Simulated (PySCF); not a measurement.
## Correlation energy of Cs⁴⁰⁺ (caesium, charge +40)

[Ne] 3s2 3p3, high-spin 4S determinant. Calculation: PySCF 2.14, in an uncontracted even-tempered set (18 s from 7.7 bohr⁻², ratio 2.5; 12 p from 10 bohr⁻², ratio 2.5; 4 d from 40 bohr⁻², ratio 2.7; 4 f from 60 bohr⁻², ratio 2.7); the spin-free X2C one-electron Hamiltonian (Gaussian nucleus). Frozen: 1s2; 13 electrons correlated; the 21 highest virtual orbitals of each spin left out.

| level | correlation energy (mhartree) |
| --- | --- |
| CCSD | -535.96 |
| (T) | -0.85 |
| CCSD(T) | -536.81 |

Diagnostics: T1 = 0.00026, D1 = 0.0008, largest double amplitude 0.022.

Spin-orbit coupling is strong in this species (close to jj coupling), so the high-spin LS determinant is a model state, not a physical level.

Cost of the coupled-cluster step: roughly 40 core-seconds, for 13 correlated electrons.

Iterations:

```
CC2 = 0
CCSD nocc = (np.int64(8), np.int64(5)), nmo = (80, 80)
frozen orbitals [[0, 81, 82, 83, 84, 85, 86, 87, 88, 89, 90, 91, 92, 93, 94, 95, 96, 97, 98, 99, 100, 101], [0, 81, 82, 83, 84, 85, 86, 87, 88, 89, 90, 91, 92, 93, 94, 95, 96, 97, 98, 99, 100, 101]]
max_cycle = 100
direct = 0
conv_tol = 1e-08
conv_tol_normt = 1e-06
diis_space = 8
diis_start_cycle = 0
Init t2, MP2 energy = -0.521871481698832
Init E_corr(UCCSD) = -0.521871481698835
cycle = 1  E_corr(UCCSD) = -0.533377186029004  dE = -0.0115057043  norm(t1,t2) = 0.00828136
cycle = 2  E_corr(UCCSD) = -0.535483894364898  dE = -0.00210670834  norm(t1,t2) = 0.00162907
cycle = 3  E_corr(UCCSD) = -0.535964865888242  dE = -0.000480971523  norm(t1,t2) = 0.000335166
cycle = 4  E_corr(UCCSD) = -0.535961830187717  dE = 3.03570053e-06  norm(t1,t2) = 1.02429e-05
cycle = 5  E_corr(UCCSD) = -0.535961814852494  dE = 1.5335223e-08  norm(t1,t2) = 8.3681e-08
cycle = 6  E_corr(UCCSD) = -0.535961817766049  dE = -2.9135554e-09  norm(t1,t2) = 4.00755e-09
UCCSD converged
E(UCCSD) = -6380.100020886209  E_corr = -0.5359618177660495
UCCSD(T) correction = -0.000852910523858678
```

At this charge the one-electron X2C treatment keeps the bare 1/r₁₂, with no two-electron picture change or Breit term. The effect here is smaller than on the frozen 1s shell; and a scalar Hamiltonian misses the large spin-orbit splitting of the p shells, which matters for ns² → np² pairs.

Spin-orbit coupling is strong in this species, so the high-spin LS determinant is a model state.
